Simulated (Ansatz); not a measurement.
C3H12Si3, SMILES [SiH3]C[C@H]1C[SiH2][SiH2]1.

Geometry optimised at PBE-D3(BJ)/def2-SVP. The structure was generated by enumeration; whether it is a known compound was not checked. One conformer was computed; it need not be the lowest.

Two levels are set side by side: PBE/def2-SVPD (Ansatz, an electronic-structure program) and PBE0/def2-SVPD (Ansatz). Energy differences of separate SCF runs at the same geometry; the states with an electron removed or added have multiplicity 2 and 2. Differences are taken from unrounded values.

```csv
quantity,PBE
vertical ionisation energy (eV),8.65
vertical singlet–triplet gap (eV),5.01
```

These are the PBE values. What does PBE0 give? (The exact figures need the calculation; the answer reports its results.)


```tsv
quantity	PBE0	PBE minus PBE0
vertical ionisation energy (eV)	8.90	-0.25
vertical singlet–triplet gap (eV)	5.31	-0.30
```
